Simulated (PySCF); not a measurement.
A GIAO shielding run with PySCF 2.14.0 with density-fitted response routines (density fitting, non-relativistic, gas phase) on `InChI=1S/C7H10SSi/c8-9-6-7-4-2-1-3-5-7/h1-5,8H,6,9H2`:

```
$ OMP_NUM_THREADS=1 python probes_run.py task.json out

{"job": {"kind": "nmr", "xc": "PBE0", "basis": "pcSseg-1"}, "charge": 0, "multiplicity": 1}
S     -2.547153     1.821849    -0.497551
Si    -2.503957     0.166741     0.871770
C     -1.323708    -1.172854     0.191937
C      0.039769    -0.606853    -0.038359
C      0.422352    -0.162041    -1.299323
C      1.669673     0.402818    -1.501554
C      2.552706     0.533796    -0.443753
C      2.181093     0.095065     0.816595
C      0.933405    -0.465247     1.017748
H     -1.258657     1.783109    -0.808758
H     -3.878665    -0.306725     0.918415
H     -2.025098     0.654061     2.162369
H     -1.274626    -1.988970     0.912304
H     -1.724136    -1.576778    -0.738826
H     -0.259193    -0.270350    -2.132222
H      1.950441     0.740539    -2.488675
H      3.526213     0.974106    -0.599659
H      2.865112     0.191477     1.647093
H      0.644625    -0.804494     2.002989
```

Hardware: 1 thread of an Arm Neoverse N1, shared host. The job also computes population analyses, field gradients, ring-centre shieldings.

(1) How large is the calculation?

(2) How long does it take, and how much memory does it need?

## Answers

(1) 82 electrons, 217 basis functions and 1167 auxiliary functions.

(2) 94 s of wall time, with 13 SCF cycles and 5 response iterations; peak memory 1 GiB. Times on a shared host scatter by some tens of per cent.
